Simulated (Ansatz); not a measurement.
CH7NSSi can be A, `NC[SiH2]S`, or B, `[SiH3]NCS`.

Isolated molecules relaxed with PBE0-D4/def2-TZVP in Ansatz; ΔE leaves out vibrations. CCSD(T)/CBS adds triple-zeta CCSD(T) − MP2 to the extrapolated MP2 energy (def2 sets, frozen cores). Functionals use def2-TZVPP. B3LYP here is the variant with VWN-RPA as its local correlation; programs differ in this. Each species was taken in one conformer, which may not be the lowest.

Question: Which isomer does CCSD(T)/CBS put lower? Give the gap. (Best estimate.)

Answer: Ansatz gave: A, by 11.2 kcal/mol.

Question: Give E(B) − E(A) in kcal/mol with HF/def2-TZVPP, B3LYP-D4, ωB97M-V, PBE-D4, CCSD/def2-TZVPP, B3LYP, MP2/def2-TZVPP. (Best estimate.)

Answer: Ansatz gave: HF/def2-TZVPP 9.2, B3LYP-D4 9.8, ωB97M-V 11.4, PBE-D4 12.0, CCSD/def2-TZVPP 10.7, B3LYP 10.3, MP2/def2-TZVPP 10.9. None reverses the order clearly.

Largest T1 diagnostic: 0.011.

In def2-TZVPP, CCSD(T) changes the Hartree–Fock value by +1.5 kcal/mol (the triples alone add +0.0 kcal/mol) and MP2 by +1.7 kcal/mol.
